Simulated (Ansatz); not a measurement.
Ansatz (an electronic-structure program) input:

Ansatz 0.2 input:
```yaml
crystal:
  periodic: [false, false, false]
  atoms:
    - {symbol: C, position_ang: [-1.53213197, 0.26146787, -0.08306330]}
    - {symbol: C, position_ang: [-0.87949841, -0.95991156, -0.05381529]}
    - {symbol: C, position_ang: [0.42379243, -1.02672238, 0.01868796]}
    - {symbol: C, position_ang: [1.23001361, 0.29015844, 0.07178229]}
    - {symbol: S, position_ang: [0.12908719, 1.69937497, 0.01912837]}
    - {symbol: H, position_ang: [-2.02632516, 0.55091290, -1.00941884]}
    - {symbol: H, position_ang: [-2.12707393, 0.53984447, 0.78572940]}
    - {symbol: H, position_ang: [1.02447261, -1.93284308, 0.04672946]}
    - {symbol: H, position_ang: [1.82415402, 0.33559330, 0.99580259]}
    - {symbol: H, position_ang: [1.92295150, 0.34646250, -0.77995442]}
basis:
  gaussian:
    orbitals: def2-TZVP
hamiltonian:
  xc: b3lyp
  dispersion: d3bj
total_charge: -1
relax: {f_tol: 0.002, max_steps: 150}
```

### Question
Which total energy does the run end on?

### Answer
-553.67524 Eh (B3LYP-D3(BJ)/def2-TZVP). The basis has 191 functions. The run takes around 2.2 core-minutes (rough).

It need not be the lowest isomer of its formula. Whether it binds its extra electron was not tested at this geometry.
